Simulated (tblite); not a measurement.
Compound: C4H8GeO2Si.
Numbering: `[CH:1]#[C:2][CH2:3][Ge@H:4]([CH:5]=[O:6])[O:7][SiH3:8]` (hydrogens: H9 on C1; H10, H11 on C3; H12 on Ge4; H13 on C5; H14, H15, H16 on Si8)

Computed with GFN2-xTB (tblite), gas phase: L-BFGS steps from a force-field or distance-geometry start until the largest atomic force falls under 0.01 eV/Å.

Step 64: E = -663.5774 eV
```
atom  x, y, z in Å  |  force x, y, z in eV/Å
C1      2.3630   -1.7160   -0.2221    0.023   0.004   0.024
C2      1.7513   -0.8771   -0.8197   -0.028  -0.034  -0.033
C3      1.0080    0.1304   -1.5312    0.001   0.024  -0.023
Ge4    -0.0306    1.2859   -0.2337   -0.044  -0.020  -0.080
C5      0.8607    1.5147    1.5789   -0.074   0.000   0.010
O6      0.5133    2.3344    2.3755    0.126  -0.051  -0.034
O7     -1.4646    0.3841    0.1779    0.014  -0.023  -0.002
Si8    -2.5030   -0.8412    0.3984   -0.035   0.017  -0.037
H9      2.9191   -2.4505    0.2783   -0.001  -0.029   0.016
H10     0.2934   -0.3395   -2.2103   -0.007  -0.010   0.028
H11     1.6956    0.7343   -2.1249   -0.004   0.072   0.011
H12    -0.6745    2.5377   -0.8445    0.062  -0.030   0.041
H13     1.6395    0.7587    1.8200   -0.057   0.076   0.050
H14    -2.2852   -1.4081    1.7298    0.044   0.009  -0.032
H15    -2.2874   -1.8446   -0.6529    0.019   0.034   0.057
H16    -3.8063   -0.1942    0.2691   -0.038  -0.039   0.004
```

Step 65: E = -663.5796 eV
```
atom  x, y, z in Å  |  force x, y, z in eV/Å
C1      2.3515   -1.7051   -0.2184    0.010   0.028   0.015
C2      1.7494   -0.8632   -0.8220   -0.012  -0.025  -0.043
C3      1.0183    0.1462   -1.5461    0.000   0.000  -0.020
Ge4    -0.0276    1.3049   -0.2566    0.025  -0.058   0.018
C5      0.8307    1.4806    1.5814    0.005   0.023   0.239
O6      0.5361    2.3455    2.3565    0.216  -0.314  -0.228
O7     -1.4800    0.4081    0.1012   -0.094  -0.168   0.015
Si8    -2.4794   -0.8393    0.4027    0.044   0.088   0.048
H9      2.8994   -2.4390    0.2930   -0.012  -0.020   0.002
H10     0.2939   -0.3242   -2.2136    0.000  -0.027  -0.004
H11     1.7095    0.7353   -2.1518   -0.022   0.059   0.054
H12    -0.6597    2.5721   -0.8379    0.072  -0.008   0.023
H13     1.5369    0.6503    1.8642   -0.273   0.343  -0.052
H14    -2.2080   -1.3634    1.7484    0.026   0.054  -0.117
H15    -2.2833   -1.8864   -0.6095    0.038   0.076   0.046
H16    -3.7953   -0.2133    0.2972   -0.024  -0.053   0.005
```

Step 66: E = -663.5835 eV
```
atom  x, y, z in Å  |  force x, y, z in eV/Å
C1      2.3568   -1.7094   -0.2197    0.007   0.024   0.013
C2      1.7500   -0.8696   -0.8216   -0.006  -0.018  -0.032
C3      1.0151    0.1411   -1.5401    0.006  -0.009  -0.016
Ge4    -0.0303    1.2968   -0.2496    0.037  -0.035   0.024
C5      0.8416    1.4931    1.5797   -0.005  -0.048   0.030
O6      0.5323    2.3394    2.3637    0.079  -0.015  -0.033
O7     -1.4741    0.3990    0.1294   -0.087  -0.127   0.003
Si8    -2.4904   -0.8397    0.3999    0.030   0.080   0.044
H9      2.9068   -2.4447    0.2876   -0.014  -0.014   0.000
H10     0.2938   -0.3300   -2.2102   -0.007  -0.021  -0.011
H11     1.7038    0.7368   -2.1420   -0.016   0.052   0.043
H12    -0.6627    2.5596   -0.8393    0.054  -0.003   0.016
H13     1.5752    0.6978    1.8497   -0.109   0.103  -0.027
H14    -2.2359   -1.3813    1.7386    0.030   0.038  -0.068
H15    -2.2874   -1.8707   -0.6230    0.038   0.029   0.009
H16    -3.8022   -0.2090    0.2855   -0.038  -0.035   0.004
```

Step 67: E = -663.5858 eV
```
atom  x, y, z in Å  |  force x, y, z in eV/Å
C1      2.3551   -1.7071   -0.2186    0.005   0.022   0.009
C2      1.7500   -0.8685   -0.8240   -0.002  -0.018  -0.018
C3      1.0163    0.1429   -1.5424    0.000  -0.011  -0.012
Ge4    -0.0308    1.2974   -0.2520    0.055  -0.029   0.036
C5      0.8355    1.4884    1.5797    0.003  -0.016   0.047
O6      0.5408    2.3429    2.3608    0.060  -0.014  -0.051
O7     -1.4739    0.3980    0.1212   -0.071  -0.088  -0.013
Si8    -2.4876   -0.8384    0.3985    0.007   0.037   0.072
H9      2.9027   -2.4433    0.2896   -0.010  -0.016   0.001
H10     0.2932   -0.3289   -2.2100   -0.003  -0.016  -0.023
H11     1.7058    0.7377   -2.1441   -0.023   0.051   0.038
H12    -0.6615    2.5626   -0.8351    0.049   0.006   0.006
H13     1.5565    0.6853    1.8549   -0.089   0.067  -0.029
H14    -2.2232   -1.3731    1.7376    0.022   0.031  -0.055
H15    -2.2852   -1.8761   -0.6168    0.034   0.027  -0.006
H16    -3.8013   -0.2108    0.2893   -0.038  -0.034  -0.001
```

Task: Estimate the geometry and energy of step 68. (The exact step hangs on the optimiser's Hessian estimate; all steps are aligned on step 67, rigid shifts and turns removed.)

Result: E = -663.5914 eV, largest force 0.315 eV/Å
```
atom  x, y, z in Å  |  force x, y, z in eV/Å
C1      2.3449   -1.6933   -0.2137   -0.008   0.019  -0.010
C2      1.7499   -0.8593   -0.8356    0.020  -0.033   0.060
C3      1.0220    0.1544   -1.5553    0.013  -0.044  -0.007
Ge4    -0.0282    1.3066   -0.2679    0.053  -0.026   0.109
C5      0.8047    1.4596    1.5814    0.041   0.170   0.229
O6      0.5775    2.3553    2.3438    0.063  -0.202  -0.233
O7     -1.4819    0.4074    0.0588   -0.159  -0.149  -0.006
Si8    -2.4724   -0.8352    0.4005    0.110   0.078   0.085
H9      2.8809   -2.4341    0.3003    0.000  -0.013  -0.003
H10     0.2934   -0.3237   -2.2117    0.007   0.022  -0.076
H11     1.7168    0.7426   -2.1566   -0.053   0.055   0.005
H12    -0.6458    2.5891   -0.8213    0.055   0.013  -0.017
H13     1.4548    0.6075    1.8878   -0.116   0.070  -0.060
H14    -2.1555   -1.3336    1.7411    0.004   0.031  -0.014
H15    -2.2741   -1.9076   -0.5768    0.025   0.031  -0.052
H16    -3.7944   -0.2265    0.3138   -0.055  -0.025  -0.009
```

The energy changes by -0.0056 eV. The first-order estimate −F·Δx gives -0.0094 eV and the mean of the old and new forces, exact on a quadratic surface, -0.0052 eV. The step makes an angle of 79° with the force vector and moves no atom by more than 0.132 Å.

The cost below is that of the whole relaxation. On Arm Neoverse V1, one thread, no GPU, shared host, this took 1.4 s wall.
